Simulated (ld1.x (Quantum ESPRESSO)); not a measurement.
## Ga: excitation energies, all-electron against PAW

| Quantity | Value |
| --- | --- |
| Element | Ga (Z = 31) |
| Generator | ld1.x (Quantum ESPRESSO) 7.5 |
| Type | PAW |
| Functional | PBE |
| Relativity | scalar-relativistic |
| Frozen core | [Ne] 3s2 |
| Valence charge | 19 |
| Reference configuration | 3p6 3d10 4s2 4p1 |
| Partial waves | 4s (bound): rcut 1.65, rcutus 2.05 bohr; 4s channel at 0.2 Ry: rcut 1.65, rcutus 2.05 bohr; 3p (bound): rcut 1.05, rcutus 1.45 bohr; 4p (bound): rcut 1.05, rcutus 1.45 bohr; 3d (bound): rcut 0.95, rcutus 1.20 bohr; 3d channel at 0.5 Ry: rcut 0.95, rcutus 1.20 bohr |
| Local potential | all-electron potential smoothed inside 1.65 bohr (lloc = -2) |
| Core correction | Bessel-smoothed model core, default radius (core density twice the valence density) |
| Augmentation charge | PSQ, inside the norm-conserving radii |

Energies are relative to the spin-unpolarised reference configuration 3p6 3d10 4s2 4p1; without spin polarisation the order of configurations can differ from experiment.

```json
{"valence configuration": "3p6 3d10 4s2 4p0", "charge": "+1", "ΔE all-electron (eV)": "5.688", "error AE − PS (meV)": "-0.6"}
{"valence configuration": "3p6 3d10 4s1 4p0", "charge": "+2", "ΔE all-electron (eV)": "26.816", "error AE − PS (meV)": "-3.4"}
{"valence configuration": "3p6 3d10 4s0 4p0", "charge": "+3", "ΔE all-electron (eV)": "58.088", "error AE − PS (meV)": "-8.6"}
{"valence configuration": "3p5 3d10 4s2 4p1", "charge": "+1", "ΔE all-electron (eV)": "108.205", "error AE − PS (meV)": "-74"}
{"valence configuration": "3p6 3d10 4s2 4p0.5", "charge": "+0.5", "ΔE all-electron (eV)": "2.030", "error AE − PS (meV)": "-0.2"}
```

**Question.** What are ΔE and the potential's error for 3p6 3d10 4s2 4p1.3?

**Answer.** ΔE = -0.534 eV all-electron; the error (AE − PS) is +0.1 meV.

**Question.** What are ΔE and the potential's error for 3p6 3d10 4s0 4p3?

**Answer.** ΔE = 13.371 eV all-electron; the error (AE − PS) is -1.9 meV.

Levels in the configuration 3p5 3d10 4s2 4p1:

```csv
level,all-electron (eV),pseudo (eV)
3p,-118.258,-118.317
3d,-37.605,-37.654
4s,-19.408,-19.423
4p,-11.147,-11.140
```
